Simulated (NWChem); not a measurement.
System: SnH$_{4}$O; SMILES [OH][SnH3]

```xyz
6

Sn    -0.0067     0.2484     0.0000
O     -0.0902    -1.7672     0.0000
H      0.8142     0.7972     1.4247
H     -1.6713     0.6787     0.0000
H      0.8142     0.7972    -1.4247
H      0.8137    -2.1356     0.0000
```
Atoms are numbered in this order, from 1.

Level: PBE-D3(BJ)/def2-SVP with def2 effective core potentials on Sn (NWChem), optimised geometry, unscaled harmonic frequencies. def2 effective core potentials on Sn; no spin-orbit coupling.

```tsv
frequency (cm⁻¹)	IR intensity (km/mol)
160	87.3
485	40.2
486	44.4
584	70.2
666	66.6
671	76.0
699	122.3
863	64.0
1831	81.8
1840	213.1
1895	137.0
3718	41.4
```

zero-point energy: 19.9 kcal/mol
thermal correction to the enthalpy at 298.15 K (with zero-point energy): 23.3 kcal/mol
heat capacity Cv: 14.7 cal/(mol K)
entropy at 298.15 K and 1 atm (symmetry number 1): 68.4 cal/(mol K)

Rigid rotor and harmonic oscillator.
